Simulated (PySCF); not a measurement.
**From a computed spectrum to the compound**

A species of 6 atoms with charge 0 has these harmonic modes (PBE, small Gaussian bases with core potentials, PySCF 2.14.0):

| cm⁻¹ | km/mol | symmetry |
| --- | --- | --- |
| 42 | 0.5 | a1 |
| 68 | 0.0 | a2 |
| 81 | 4.8 | b1 |
| 153 | 0.2 | b2 |
| 163 | 0.9 | a1 |
| 221 | 10.5 | a1 |
| 312 | 39.0 | b1 |
| 327 | 66.0 | a1 |
| 451 | 0.0 | a2 |
| 477 | 45.1 | b2 |
| 532 | 1.5 | a1 |
| 568 | 287.6 | b1 |

Question: Which species is it, and in which structure?

Answer: Bi2O2Cl2 (singlet):
```xyz
6

Bi    0.0000   -0.3245    1.6146
Bi    0.0000   -0.3245   -1.6146
O     1.4008   -0.3282    0.0000
O    -1.4008   -0.3282    0.0000
Cl    0.0000    2.0892    2.2702
Cl    0.0000    2.0892   -2.2702
```
Ideal gas at 298.15 K and 1 bar: S = 423.1 J/(mol K), Cp = 115.8 J/(mol K), H − H(0 K) = 25.4 kJ/mol (rigid rotor, harmonic modes, spin degeneracy alone; the modes under 60 cm⁻¹ make these uncertain). 
 This is one of several that fit.
